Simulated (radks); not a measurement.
Results of a calculation; reference values are marked as such.
Question: The gadolinium ion Gd3+, configuration [Xe] 4f5 5f2 (not the ground configuration). Level of theory: scalar-relativistic Kohn-Sham, exchange-only PBE, spin-polarised, spherical densities, finite nucleus; open shells are filled with parallel spins first (spin-orbit coupling, left out, can overturn this in heavy ions); Fermi nuclear charge, rms radius 5.1569 fm (a radial shooting solver on a logarithmic mesh with Libxc functionals). Some entries of the table are withheld. Estimate them.

orbital  occ.  eigenvalue (hartree)  <r> (bohr)
1s down     1             -1842.883     0.02191
1s up       1             -1842.883     0.02191
2s up       1             -305.9066     0.09329
2s down     1             -305.9050     0.09329
2p up       3             -272.4569     0.08237
2p down     3             -272.4559     0.08237
3s up       1             -69.40829      0.2445
3s down     1             -69.32292      0.2443
3p up       3             -59.04462      0.2431
3p down     3             -58.95964      0.2429
3d up       5             -45.34377      0.2213
3d down     5             -45.27866      0.2211
4s up       1             -15.57753      0.5507
4s down     1             -15.37968      0.5508
4p up       3             -12.14303      0.5817
4p down     3             -11.94752      0.5820
4d up       5              -7.38711      0.6278
4d down     5              -7.19484      0.6290
5s up       1              -3.38143         (1)
5s down     1              -3.28434         (2)
5p up       3              -2.45672       1.426
5p down     3              -2.37789       1.440
4f up       5              -2.18490      0.7597
4f down     0              -2.00511      0.7742
5f up       2              -0.49758         (3)

Answer: 
(1) 5s up <r> (bohr): 1.261
(2) 5s down <r> (bohr): 1.273
(3) 5f up <r> (bohr): 3.654
